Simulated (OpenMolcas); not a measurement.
# Lines of F IV: computed and rescaled rates

```yaml
Program: OpenMolcas
Method: "SS-RASPT2, IPEA 0.25 Eh, imaginary shift 0.1 Eh (closed shells correlated: 1s 2s)"
Basis: ANO-RCC [8s7p4d3f2g]
Scalar_Hamiltonian: DKH2, point nucleus
Active_space: 2 electrons in 9 orbitals (RAS2 2p; RAS3 3s 3d, at most 1 electron)
State_averaging: 2S+1 = 3 even, 3 roots; 2S+1 = 1 even, 6 roots
Spin-orbit_coupling: RASSI with atomic mean-field integrals over the reference wave functions, term energies averaged over their components
```

Rates come from the transition moments of the reference wave functions (E1 and E2 in the length form). At fixed line strength A goes as λ^-3 for E1 and M1 and as λ^-5 for E2, so a rate at the computed wavelength can be rescaled to the measured one. Measured vacuum wavelengths follow from level energies in Moore, Atomic Energy Levels, vol. I, NSRDS-NBS 35 (1971 reprint of NBS Circular 467, 1949). Branching counts decays inside the model space alone, at computed energies, and the table is only a selection of the E2 and M1 lines, drawn from those between levels with measured partners whose computed energy lies within a factor of 1.5 of the measured one.

```tsv
Upper	Lower	Type	λ computed (nm)	λ measured (nm)	A computed (s-1)	A rescaled (s-1)	Branching %
2s² 2p² ¹S₀	2s² 2p² ¹D₂	E2	293.5	353.3	5.93e+00	2.35e+00	83.2
2s² 2p² ¹S₀	2s² 2p² ³P₁	M1	168.5	187.6	1.19e+00		16.8
2s² 2p² ¹D₂	2s² 2p² ³P₂	M1	402.3	406	9.45e-02		73.9
2s² 2p² ¹D₂	2s² 2p² ³P₁	M1	395.4	399.7	3.32e-02		26.0
2s² 2p² ³P₂	2s² 2p² ³P₁	M1	23110	25760	1.10e-03	7.94e-04	100.0
2s² 2p² ³P₁	2s² 2p² ³P₀	M1	44540	44400	2.04e-04	2.06e-04	100.0
```

Spin-changing lines and M1 lines between different terms are not rescaled, since their strength hangs on the term gaps too.

The largest correction is for 2s² 2p² ¹S₀ → 2s² 2p² ¹D₂ (E2): 5.93e+00 × (293.5 / 353.3)^5 = 2.35e+00 s-1, a factor of 0.40.

The computed rate and branching of 2s² 2p² ³P₁ → 2s² 2p² ³P₀ give the upper level a radiative lifetime of 1.000 / 2.04e-04 s-1 = 4.90e+03 s, counting decays inside the model space alone. The rescaled rate gives about 4.9e+03 s.

No measured rate stands beside these. Rescaling mends the energy factor alone: line strengths can still be far off where a level mixes with configurations outside the active space, and weak or spin-changing lines hang on small mixing coefficients that depend on the term gaps too, so rescaling need not improve them.

CASPT2 breaks the degeneracy within a term, and the mean is taken; among the terms shown or strongly mixed into the levels shown the widest spread is 63 cm-1 (2s² 2p² ¹D). With the s shell closed, the reference lacks s² → p² mixing. Measured partners are found by configuration, term and J. A level has none where our copy of the source lacks it or the pairing is in doubt (some pairs that miss far off the trend of their configuration count as doubtful). Only configurations of the active space appear.
